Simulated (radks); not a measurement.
Problem. The neodymium ion Nd2+ is in [Xe] 4f4. All-electron calculation, scalar-relativistic Kohn-Sham, PBEsol, spin-polarised, spherical densities, finite nucleus; Fermi nuclear charge, rms radius of each element as measured or else 0.836 A^(1/3) + 0.57 fm. Program: a radial shooting solver on a logarithmic mesh with Libxc functionals. Open shells are filled with parallel spins first. One electron is removed from 4f, 5s, 4d, 5p in turn, with full relaxation. Which removal costs least, and what does each cost?

Solution. 4f 23.412 eV; 5p 39.750 eV; 5s 58.522 eV; 4d 136.54 eV. The 4f electron leaves first.
